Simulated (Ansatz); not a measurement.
Basis-set series for `[CH3][In]([CH3])[Cl]`. Total charge 0; spin multiplicity 1. In: def2 effective core potential. The geometry is a stationary point of PBE0-D4/def2-TZVP.

```csv
functional,basis,functions,energy (Eh),HOMO (eV),LUMO (eV)
PBE0-D4,def2-TZVPP,238,-730.00980,-7.58,-1.18
PBE0-D4,def2-QZVPP,446,-730.02987,-7.60,-1.20
ωB97M-V,def2-TZVPP,238,-730.12774,-9.74,0.26
ωB97M-V,def2-QZVPP,446,-730.14725,-9.76,0.19
```

(1) Give the rows for def2-SVP. (Best estimate.)

## Answers

(1) Ansatz gave: 
```tsv
functional	basis	functions	energy (Eh)	HOMO (eV)	LUMO (eV)
PBE0-D4	def2-SVP	102	-729.75108	-7.45	-1.07
ωB97M-V	def2-SVP	102	-729.86403	-9.59	0.50
```

Positive LUMOs are unbound and depend on the basis.
